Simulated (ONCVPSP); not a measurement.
## Which change was made? (Ne, ONCV)

Ne, optimised norm-conserving Vanderbilt (ONCV), made with ONCVPSP 4.0.1 (PBE, scalar-relativistic). Core [He], reference 2s2 2p6. Waves: 2s: rc 0.65 bohr, ncon 4, nbas 8, qcut 13 1/bohr, 2 projectors, debl 3.6 Ha; 2p: rc 1.60 bohr, ncon 3, nbas 8, qcut 7.5 1/bohr, 1 projector. Local part: polynomial inside 0.45 bohr (lpopt 5, dvloc0 3 Ha). Core correction: Teter function, fcfact 3, rcfact 1.3.

Cutoffs, loose and tight: the cutoffs (Ha) at which the residual kinetic energy of the hardest occupied pseudo-wave falls to 1 and 0.1 mHa per electron. They do not see the model core or the augmentation charge, which bear on the density cutoff. Test errors are all-electron minus pseudo excitation energies from the reference, over the configurations 2s2 2p5; 2s2 2p4; 2s2 2p3; 2s1 2p6; variants that change the core or the reference have their own tests.

The base gives: outcome: generated; cutoff, loose: 71 Ha; cutoff, tight: 113 Ha; bound ghosts: none; GHOST(+) flags above zero: none; largest test error (meV): +3293.

(1) After one change the result is: outcome: generated; cutoff, loose: 124 Ha; cutoff, tight: 238 Ha; bound ghosts: none; GHOST(+) flags above zero: none; largest test error (meV): +1216. Which change was it?
A. p: rc 2.18
B. p: rc 1.14
C. p: rc 1.38

Results:

(1) B. The others give: p: rc 1.38 → outcome: generated; cutoff, loose: 71 Ha; cutoff, tight: 113 Ha; bound ghosts: none; GHOST(+) flags above zero: none; largest test error (meV): +2210 | p: rc 2.18 → outcome: generated; cutoff, loose: 71 Ha; cutoff, tight: 113 Ha; bound ghosts: none; GHOST(+) flags above zero: none; largest test error (meV): +6422.
